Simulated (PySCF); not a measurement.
# The third ionisation energy along the 4p block

All values are computed (PySCF 2.14, energy differences of UHF-based or UKS calculations, no spin-orbit coupling). Values in eV. The last column holds reference values (NIST; (s) semi-empirical, (t) theoretical, else measured). Unmarked ones compare directly (S terms, centres of terms, or small fine structure); those marked * lie between the lowest fine-structure levels and include a spin-orbit shift.

```tsv
element	configurations	LDA	PBE	PBE0	r2SCAN	MP2 (valence)	CCSD(T) (valence)	reference
Ga (dyall-av2z, non-relativistic)	[Ar] 3d10 4s1 → [Ar] 3d10	31.378	31.067	30.685	30.780	n/a	n/a	30.726
Ge (dyall-av2z, non-relativistic)	[Ar] 3d10 4s2 → [Ar] 3d10 4s1	34.277	33.874	33.515	33.497	32.459	32.791	34.058
As (dyall-av2z, non-relativistic)	[Ar] 3d10 4s2 4p1 → [Ar] 3d10 4s2	28.153	27.998	28.022	28.206	27.554	27.659	28.349 ± 0.012 *
Se (dyall-av2z, non-relativistic)	[Ar] 3d10 4s2 4p2 → [Ar] 3d10 4s2 4p1	31.643	31.468	31.523	31.704	31.169	31.208	31.697 ± 0.019 *
Br (dyall-av2z, non-relativistic)	[Ar] 3d10 4s2 4p3 → [Ar] 3d10 4s2 4p2	35.192	35.013	35.116	35.312	34.918	34.862	34.871 ± 0.019 *
Kr (dyall-av2z, non-relativistic)	[Ar] 3d10 4s2 4p4 → [Ar] 3d10 4s2 4p3	35.705	35.382	35.391	35.459	34.627	34.661	35.838 ± 0.02 *
```

"Valence" correlates the outer s and p shells and, in groups 3 to 12 and the f block, the outer d or f shell, open or full, or the next shell where the ion has no valence electron left; the wider scheme adds the next inner shell.
